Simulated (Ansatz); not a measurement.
C$_{5}$H$_{2}$AlF$_{7}$O$_{3}$ (`[OH][Al-]1([F])[O]C(C(F)(F)F)=CC(C(F)(F)F)=[O+]1`), 18 atoms. Total charge 0; spin multiplicity 1. Hardware: A = 11 threads of an AMD EPYC 7R13 on a shared host and a whole NVIDIA H100 80 GB; B = 11 threads of an AMD EPYC 7R13 on a shared host. Correlated methods freeze the cores.

Task: Give the basis size and wall time and peak host memory of each of these runs in Ansatz. direct RPA on PBE orbitals/def2-TZVPP energy [A]; RKS SPW92 (LDA)/def2-TZVPP energy [A]; RHF-CCSD(T)/def2-TZVPP energy [A]; RKS PBE0-D4/def2-SVP energy [B]; RHF-CCSD(T)/def2-SVP energy [A]; RHF-MP2/def2-QZVPP energy [A]; RKS CAM-B3LYP-D4/def2-TZVPP energy [A]; RKS HSE06 (plane-wave form)-D4/def2-TZVPP energy [A]; RKS revPBE-D4/def2-TZVPP energy [A]; RKS ωB97M-V/def2-QZVPP energy [A]; RKS PBE0-D4/def2-TZVP relaxation (22 steps) [A]; RKS PBE0-D4/def2-QZVPP energy [A]. (Estimate.)

Result: Computed: Other jobs shared the machine, so times are rough.

| level | job | functions | wall time | peak host memory (GiB) |
| --- | --- | --- | --- | --- |
| RKS SPW92 (LDA)/def2-TZVPP | energy [A] | 535 | 1.9 s | 1.1 |
| RKS revPBE-D4/def2-TZVPP | energy [A] | 535 | 2.2 s | 1.1 |
| RKS HSE06 (plane-wave form)-D4/def2-TZVPP | energy [A] | 535 | 2.2 s | 1.1 |
| RKS PBE0-D4/def2-SVP | energy [B] | 238 | 2.3 s | 1 |
| RKS CAM-B3LYP-D4/def2-TZVPP | energy [A] | 535 | 2.3 s | 1.1 |
| RKS PBE0-D4/def2-QZVPP | energy [A] | 985 | 3.6 s | 1.6 |
| direct RPA on PBE orbitals/def2-TZVPP | energy [A] | 535 | 3.9 s | 3 |
| RHF-CCSD(T)/def2-SVP | energy [A] | 238 | 5.5 s | 0.84 |
| RKS ωB97M-V/def2-QZVPP | energy [A] | 985 | 5.5 s | 1.8 |
| RHF-MP2/def2-QZVPP | energy [A] | 985 | 6 s | 1.8 |
| RKS PBE0-D4/def2-TZVP | relaxation (22 steps) [A] | 514 | 30 s | 1.4 |
| RHF-CCSD(T)/def2-TZVPP | energy [A] | 535 | 96 s | 1.1 |
